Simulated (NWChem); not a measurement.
C[S][Be][Cl] (CH$_{3}$BeClS), optimised at PBE0/def2-SVP with NWChem:

| Item | Result |
|---|---|
| highest occupied level (eV) | -7.20 |
| orbital gap (eV) | 6.38 |
| dipole (D) | 1.85 |
| highest harmonic frequency (cm⁻¹) | 3195 |
| zero-point energy (kcal/mol) | 26.5 |

All stand in one matching conformer (torsions within 35°), which need not be the lowest.

Q: One Cl atom is replaced by F, giving C[S][Be][F] (CH₃BeFS), optimised at the same level. How do these values move?

A: 
```csv
quantity,new value,change
highest occupied level (eV),-7.16,+0.04
orbital gap (eV),6.77,+0.39
dipole (D),1.91,+0.06
highest harmonic frequency (cm⁻¹),3193,-2
zero-point energy (kcal/mol),27.2,+0.7
```
